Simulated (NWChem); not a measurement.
System: CH5S cation; SMILES C[SH2+]

NWChem input:

```
start job
memory heap 200 mb stack 900 mb global 1100 mb
charge 1
geometry units angstroms noautosym nocenter noautoz
  C     -0.009797     1.213151     0.000000
  S     -0.071946    -0.600270     0.000000
  H     -0.554753     1.535125     0.898261
  H     -0.554753     1.535125    -0.898261
  H      1.024954     1.576096     0.000000
  H      0.807788    -0.884232     0.998691
  H      0.807788    -0.884232    -0.998691
end
basis spherical
  C library def2-tzvp
  S library def2-tzvp
  H library def2-tzvp
end
dft
  xc b3lyp
  iterations 150
end
tddft
  cis
  ecut -85.0
  nroots 6
  notriplet
end
task tddft energy
```

The geometry was optimised at PBE0/def2-SVP.

Core excitations by TDA in a window of 1s orbitals, non-relativistic and unshifted: absolute energies depend strongly on the exact-exchange share.

Problem. Predict the main results of this run. (B3LYP/def2-TZVP, restricted-window TDA.) Quantities: first 1s excitation (eV); dipole oscillator strength of the first; first state with f > 0.002 (eV); dipole oscillator strength of that state.

Solution. 
```
Quantity                                  Result
----------------------------------------  ------
first 1s excitation (eV)                  2417.8
dipole oscillator strength of the first   0.0048
first state with f > 0.002 (eV)           2417.8
dipole oscillator strength of that state  0.0048
```
